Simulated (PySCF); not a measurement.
# Ionisation energy of Ge¹⁴⁺ by level of theory

Ge¹⁴⁺ [Ar] (1S) → Ge¹⁵⁺ [Ne] 3s2 3p5 (2P), as a difference of total energies. All numbers are calculated (PySCF 2.14, the non-relativistic Hamiltonian (point nucleus), in an uncontracted even-tempered set (17 s from 1.1 bohr⁻², ratio 2.5; 11 p from 1.4 bohr⁻², ratio 2.5; 5 d from 8.6 bohr⁻², ratio 2.7; 4 f from 13 bohr⁻², ratio 2.7)). Correlated levels: outer shells: 1s2 frozen; virtual orbitals above 40 to 60 times the deepest correlated orbital energy dropped. The calculations carry no spin-orbit coupling.

| method | ionisation energy (eV) |
| --- | --- |
| UHF | 526.64 |
| MP2 (outer shells) | 527.54 |
| SCS-MP2 (outer shells) | 527.41 |
| CCSD (outer shells) | 527.40 |
| CCSD(T) (outer shells) | 527.40 |

Question: How much does correlation contribute at CCSD(T) (outer shells)?

Answer: 527.40 − (526.64) = 0.76 eV, measured against UHF.

A first-order spin-orbit estimate (lowest level to lowest level, LS coupling) adds -1.785 eV.

All relativistic terms are absent from these numbers, so their closeness to the reference says little about the methods.

For comparison: 527.9 ± 1.6 eV (semi-empirical (NIST evaluation); NIST Atomic Spectra Database, ionization energies).
